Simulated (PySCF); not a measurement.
# Dipole response of Mo(32+) (molybdenum, charge +32)

[Ne], closed-shell 1S. All numbers are calculated (PySCF 2.14, the spin-free X2C one-electron Hamiltonian (Gaussian nucleus), in an even-tempered Gaussian basis (17 s from 11 bohr⁻², ratio 2.5; 10 p from 15 bohr⁻², ratio 2.5; 5 d from 64 bohr⁻², ratio 2.7; 4 f from 97 bohr⁻², ratio 2.7)). Coupled (time-dependent) response in atomic units; α is the mean over directions.

| method | mean α (bohr³) | C₆ (like pair) | S(−4) |
| --- | --- | --- | --- |
| UHF | 0.0004278 | 1.933e-05 | 2.339e-08 |
| PBE0 | 0.0004300 | 1.945e-05 | 2.376e-08 |

S(−4) is the Cauchy moment in α(ω) = α(0) + S(−4) ω² + …

α(iu) at PBE0:

```json
{"u (hartree)": "0", "α(iu) (bohr³)": "0.0004300"}
{"u (hartree)": "10.0", "α(iu) (bohr³)": "0.0004277"}
{"u (hartree)": "20.0", "α(iu) (bohr³)": "0.0004208"}
{"u (hartree)": "40.0", "α(iu) (bohr³)": "0.0003956"}
{"u (hartree)": "60.0", "α(iu) (bohr³)": "0.0003604"}
{"u (hartree)": "80.0", "α(iu) (bohr³)": "0.0003213"}
{"u (hartree)": "100", "α(iu) (bohr³)": "0.0002826"}
{"u (hartree)": "150", "α(iu) (bohr³)": "0.0002008"}
{"u (hartree)": "200", "α(iu) (bohr³)": "0.0001438"}
{"u (hartree)": "300", "α(iu) (bohr³)": "8.017e-05"}
{"u (hartree)": "500", "α(iu) (bohr³)": "3.378e-05"}
```

A single London oscillator, α(iu) = α/(1 + u²/ω²), gives C₆ = (3/4) ω α². Matching the computed C₆ needs ω = 4 × 1.945e-05 / (3 × 0.0004300²) = 140 hartree.

For an ion, C₆ is the dispersion term alone; charge-induced terms of lower order in 1/R come first.
